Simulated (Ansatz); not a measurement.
Geometry optimisation, UKS PBE/def2-SVP (Ansatz).

input.yaml

```yaml
crystal:
  periodic: [false, false, false]
  atoms:
    - { symbol: Ge, position_ang: [0.30784, -0.18023, -0.35438] }
    - { symbol: H, position_ang: [0.96674, 0.12484, 1.00477] }
    - { symbol: H, position_ang: [-0.87201, -1.09091, 0.03737] }
    - { symbol: H, position_ang: [-0.40257, 1.14629, -0.68776] }
magnetization:
  spin_polarized: true
  initial_magnetization: 1
basis:
  gaussian: { orbitals: def2-SVP }
hamiltonian:
  xc: pbe
relax:
  f_tol: 0.02
  max_steps: 40
output:
  orbitals: {}
```

Command:

```bash
$ ansatz run input.yaml --threads 1 --pin off --max-ram 2048MiB --backend cpu --events-out ev --progress --plain --runs-dir out
```

Question: Where does it end, and by what steps?

Answer: The forces met the threshold. After 5 steps the energy has fallen by 0.139 eV; Ge1 moved furthest, 0.14 Å.

| step | energy less start (eV) | largest force component (eV/Å) | accepted |
| --- | --- | --- | --- |
| 0 | 0.0000 | 0.561 | yes |
| 1 | -0.1042 | 0.414 | yes |
| 2 | -0.0623 | 0.677 | no |
| 3 | -0.1358 | 0.096 | yes |
| 4 | -0.1393 | 0.022 | yes |
| 5 | -0.1395 | 0.000 | yes |

```xyz
4
Properties=species:S:1:pos:R:3
Ge 0.221 -0.130 -0.257
H 1.063 0.111 1.029
H -0.892 -1.186 0.002
H -0.392 1.204 -0.774
```

Time of the run: 4.7 s on 1 thread of Intel(R) Xeon(R) Platinum 8488C (Sapphire Rapids), with other jobs on the host, peak memory 0.14 GiB.
